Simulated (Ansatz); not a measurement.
Reactions of H7NSiSn, SMILES `[SiH3][NH][SnH3]`.

Calculated with Ansatz (gas phase, PBE0-D4/def2-TZVP geometries, no zero-point term in ΔE). CCSD(T)/CBS adds triple-zeta CCSD(T) − MP2 to the extrapolated MP2 energy (def2 sets, frozen cores). This one scheme is used for every species, atoms too. DFT in def2-TZVPP. Open shells (•) are unrestricted, without spin–orbit coupling. Spin–orbit coupling would lower the free atoms: a little for Si; strongly for Sn. def2 core potentials past Kr. Bonds to Sn are less sure, by a few kJ/mol each and by 10 to 20 or more in all where they break to atoms, as the def2 sets lack core-valence functions. One conformer a species, not always the lowest.

| reaction | CCSD(T)/CBS(def2) (kJ/mol) |
| --- | --- |
| `[SiH3][NH][SnH3]` → 7 H• + N• + Si• + Sn• | 2808 |
| `[SiH3][NH][SnH3]` + `BC=C` → `B[C](=C)[SnH3]` + `N[SiH3]` | 23 |
| `[SiH3][NH][SnH3]` + `C=NCS` → `C=NCS[SiH3]` + `[NH2][SnH3]` | 0 |
| `[SiH3][NH][SnH3]` → `[NH2][SnH3]` + `[SiH2]` | ? |
| `[SiH3][NH][SnH3]` → `[NH][SiH3]`• + `[SnH3]`• | 369 |

Task: Fill in the missing values. (An estimate is asked.)

Result: Computed: `[SiH3][NH][SnH3]` → `[NH2][SnH3]` + `[SiH2]`: +295.1 kJ/mol.

Largest T1 diagnostic: 0.015, for `[SnH3]`•.
